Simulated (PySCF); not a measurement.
**S⁺: excitation energy**

S⁺ [Ne] 3s2 3p3 (4S) → S⁺ [Ne] 3s2 3p2 4s1 (4P), as a difference of total energies. Computed with PySCF 2.14 in dyall-av3z, with scalar relativity by spin-free X2C-1e. Correlated levels: valence: [Ne] frozen; virtual orbitals above 40 to 60 times the deepest correlated orbital energy dropped. The calculations carry no spin-orbit coupling.

| method | excitation energy (eV) |
| --- | --- |
| UHF | 13.369 |
| LDA | 13.354 |
| PBE | 13.284 |
| PBE0 | 13.502 |
| B97-3 | 13.572 |
| wB97X-V | 13.572 |
| B3LYP | 13.329 |
| r2SCAN0 | 13.820 |
| MP2 (valence) | 13.650 |
| SCS-MP2 (valence) | 13.559 |

Errors of the correlated levels include the incompleteness of this basis and the frozen core.

Problem. Which method comes closest to the reference value, and which is furthest?

Solution. The reference is 13.639 eV (measured; NIST levels, between the centres of gravity of the two terms). Closest: MP2 (valence) (error 0.011 eV); furthest: PBE (error -0.355 eV).
